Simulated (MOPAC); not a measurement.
Input for MOPAC: AM1 on C2H4O2 (a complex).

```
AM1 1SCF PRECISE CHARGE=0 THREADS=1
C2H4O2

C      0.00378860 1    -0.05332310 1     0.07245600 1
H      0.09211875 1    -0.01137116 1    -1.01206274 1
H     -1.04859502 1    -0.11948608 1     0.34600015 1
H      0.52965188 1    -0.93188648 1     0.44388972 1
H      0.43876912 1     0.84734216 1     0.50382329 1
O     -0.33060515 1    -1.02330988 1     3.49246135 1
C     -0.00522937 1     0.08953149 1     3.48085768 1
O      0.32009080 1     1.20258920 1     3.47257903 1
```

Output:

```
*******************************************************************************
 **                                                                           **
 **                              MOPAC v23.2.5                                **
 **                                                                           **
 *******************************************************************************
 ** MOPAC's Digital Object Identifier: https://doi.org/10.5281/zenodo.6511958 **
 **                                                                           **
 ** Please cite the open-source release paper for use of this MOPAC version:  **
 ** J. E. Moussa and J. J. P. Stewart (2026)                                  **
 ** MOPAC: An open-source semiempirical molecular orbital program             **
 ** J. Open Source Softw., 11(119), 8025, https://doi.org/10.21105/joss.08025 **
 *******************************************************************************

                              AM1 CALCULATION RESULTS

 *******************************************************************************
 *  AM1        - The AM1 Hamiltonian to be used
 *
 *
 *
 *                 CHARGE ON SYSTEM = 0
 *
 *
 *
 *  PRECISE    - TIGHTER CRITERIA TO BE USED
 *  1SCF       - DO 1 SCF AND THEN STOP
 *  THREADS=1  - MULTI-THREADING NOT USED
 *  T=         - A TIME OF 172800.0 SECONDS REQUESTED
 *  DUMP=N     - RESTART FILE WRITTEN EVERY 7200.0 SECONDS REQUESTED
 *******************************************************************************
AM1 1SCF PRECISE CHARGE=0 THREADS=1
 C2H4O2

   ATOM   CHEMICAL          X               Y               Z
  NUMBER   SYMBOL      (ANGSTROMS)     (ANGSTROMS)     (ANGSTROMS)

     1       C          0.00378860  *  -0.05332310  *   0.07245600  *
     2       H          0.09211875  *  -0.01137116  *  -1.01206274  *
     3       H         -1.04859502  *  -0.11948608  *   0.34600015  *
     4       H          0.52965188  *  -0.93188648  *   0.44388972  *
     5       H          0.43876912  *   0.84734216  *   0.50382329  *
     6       O         -0.33060515  *  -1.02330988  *   3.49246135  *
     7       C         -0.00522937  *   0.08953149  *   3.48085768  *
     8       O          0.32009080  *   1.20258920  *   3.47257903  *



          CARTESIAN COORDINATES

    NO.       ATOM           X           Y           Z

     1         C          0.0038     -0.0533      0.0725
     2         H          0.0921     -0.0114     -1.0121
     3         H         -1.0486     -0.1195      0.3460
     4         H          0.5297     -0.9319      0.4439
     5         H          0.4388      0.8473      0.5038
     6         O         -0.3306     -1.0233      3.4925
     7         C         -0.0052      0.0895      3.4809
     8         O          0.3201      1.2026      3.4726

  H: (AM1): M.J.S. DEWAR ET AL, J. AM. CHEM. SOC. 107 3902-3909 (1985)
  C: (AM1): M.J.S. DEWAR ET AL, J. AM. CHEM. SOC. 107 3902-3909 (1985)
  O: (AM1): M.J.S. DEWAR ET AL, J. AM. CHEM. SOC. 107 3902-3909 (1985)

           Empirical Formula: C2 H4 O2  =     8 atoms



      MOLECULAR POINT GROUP   :   C1


      RHF CALCULATION, NO. OF DOUBLY OCCUPIED LEVELS = 12


 -------------------------------------------------------------------------------
 AM1 1SCF PRECISE CHARGE=0 THREADS=1
 C2H4O2



     1SCF WAS SPECIFIED, SO BFGS WAS NOT USED
     SCF FIELD WAS ACHIEVED


                              AM1 CALCULATION
                                                       MOPAC v23.2.5 Linux




          FINAL HEAT OF FORMATION =        -84.53203 KCAL/MOL =    -353.68203 KJ/MOL


          COSMO AREA              =        106.94 SQUARE ANGSTROMS
          COSMO VOLUME            =         88.59 CUBIC ANGSTROMS

          IONIZATION POTENTIAL    =         13.273643 EV
          HOMO LUMO ENERGIES (EV) =        -13.274  1.159
          NO. OF FILLED LEVELS    =         12
          MOLECULAR WEIGHT        =         60.0524         POINT GROUP:  C1

          MOLECULAR DIMENSIONS (Angstroms)

            Atom       Atom       Distance
            O     8    H     2     4.65163
            O     6    H     5     2.73406
            H     3    H     4     1.75914


          SCF CALCULATIONS        =          1





   ATOM   CHEMICAL          X               Y               Z
  NUMBER   SYMBOL      (ANGSTROMS)     (ANGSTROMS)     (ANGSTROMS)

     1       C          0.00378860  *  -0.05332310  *   0.07245600  *
     2       H          0.09211875  *  -0.01137116  *  -1.01206274  *
     3       H         -1.04859502  *  -0.11948608  *   0.34600015  *
     4       H          0.52965188  *  -0.93188648  *   0.44388972  *
     5       H          0.43876912  *   0.84734216  *   0.50382329  *
     6       O         -0.33060515  *  -1.02330988  *   3.49246135  *
     7       C         -0.00522937  *   0.08953149  *   3.48085768  *
     8       O          0.32009080  *   1.20258920  *   3.47257903  *

                             CARTESIAN COORDINATES

   1    C        0.003788600    -0.053323100     0.072456000
   2    H        0.092118750    -0.011371160    -1.012062740
   3    H       -1.048595020    -0.119486080     0.346000150
   4    H        0.529651880    -0.931886480     0.443889720
   5    H        0.438769120     0.847342160     0.503823290
   6    O       -0.330605150    -1.023309880     3.492461350
   7    C       -0.005229370     0.089531490     3.480857680
   8    O        0.320090800     1.202589200     3.472579030


           Empirical Formula: C2 H4 O2  =     8 atoms



      MOLECULAR POINT GROUP   :   C1


                  EIGENVALUES
 -42.04487 -40.52619 -29.48282 -22.66004 -18.80486 -18.80397 -18.02454 -13.62103
 -13.57914 -13.55241 -13.29910 -13.27364   1.15907   1.16302   2.37545   4.58454
   4.58867   4.60411   5.23139   6.63219


              NET ATOMIC CHARGES AND DIPOLE CONTRIBUTIONS

  ATOM NO.   TYPE          CHARGE      No. of ELECS.   s-Pop       p-Pop
    1          C          -0.269339        4.2693     1.21814     3.05120
    2          H           0.070879        0.9291     0.92912
    3          H           0.065499        0.9345     0.93450
    4          H           0.066577        0.9334     0.93342
    5          H           0.066546        0.9335     0.93345
    6          O          -0.205258        6.2053     1.90078     4.30448
    7          C           0.411008        3.5890     1.22200     2.36700
    8          O          -0.205913        6.2059     1.90082     4.30509
 DIPOLE           X         Y         Z       TOTAL
 POINT-CHG.     0.005    -0.003    -0.032     0.033
 HYBRID        -0.003    -0.001    -0.009     0.010
 SUM            0.002    -0.005    -0.042     0.042


          ATOMIC ORBITAL ELECTRON POPULATIONS

     Atom    s        px        py        pz
    1  C   1.21814   1.01443   1.01327   1.02350
    2  H   0.92912
    3  H   0.93450
    4  H   0.93342
    5  H   0.93345
    6  O   1.90078   1.58029   1.09866   1.62552
    7  C   1.22200   0.75855   0.85998   0.74846
    8  O   1.90082   1.58058   1.09851   1.62599

 **********************
 *                    *
 * JOB ENDED NORMALLY *
 *                    *
 **********************




 == MOPAC DONE ==
```

The run finished.

Cost: around 0.03 core-seconds (rough).
